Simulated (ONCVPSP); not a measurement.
**An all-electron radial function and its pseudo partner (gold)**

Columns: radius, all-electron u(r) and pseudo u(r) of the 5p shell (level -60.65 eV) of gold in the configuration [Kr] 4d10 4f14 5s2 5p6 5d10 6s0.75 6p0.25; LDA (Perdew-Zunger), scalar-relativistic, ONCV scheme, ONCVPSP 4.0.1.

| r (bohr) | all-electron | pseudo |
| --- | --- | --- |
| 0.105 | 0.3167 | 0.0369 |
| 0.210 | 0.0021 | 0.1417 |
| 0.315 | -0.5873 | 0.2983 |
| 0.420 | -0.4493 | 0.4833 |
| 0.525 | 0.0493 | 0.6705 |
| 0.630 | 0.5450 | 0.8359 |
| 0.735 | 0.8939 | 0.9610 |
| 0.840 | 1.0798 | 1.0354 |
| 0.945 | 1.1360 | 1.0574 |
| 1.050 | 1.1043 | 1.0319 |
| 1.155 | 1.0211 | 0.9690 |
| 1.260 | 0.9128 | 0.8811 |
| 1.365 | 0.7969 | 0.7800 |
| 1.470 | 0.6838 | 0.6759 |
| 1.575 | 0.5793 | 0.5760 |
| 1.680 | 0.4860 | 0.4848 |
| 1.785 | 0.4047 | 0.4043 |
| 1.890 | 0.3350 | 0.3349 |
| 1.995 | 0.2761 | 0.2760 |
| 2.100 | 0.2266 | 0.2265 |
| 2.205 | 0.1854 | 0.1854 |
| 2.310 | 0.1514 | 0.1513 |
| 2.415 | 0.1233 | 0.1233 |
| 2.520 | 0.1003 | 0.1003 |
| 2.625 | 0.0814 | 0.0814 |
| 2.730 | 0.0660 | 0.0660 |

Task: How many radial nodes do the two functions have?

Result: The all-electron 5p function has n − l − 1 = 3 (the table is too coarse to show those close to the nucleus); the pseudo-wave has 0, since the states of the same l below it are removed with the core.

Task: At about which radius was the pseudo-wave matched?

Result: 2.10 bohr. The columns agree to 0.0005 from 1.78 bohr on; several derivatives are matched, so the curves merge somewhat inside the radius.

Task: Is the pseudo-wave norm-conserving?

Result: Yes: the ONCV scheme keeps the norm inside the radius equal to the all-electron one, which fixes the energy derivative of the logarithmic derivative at the level.
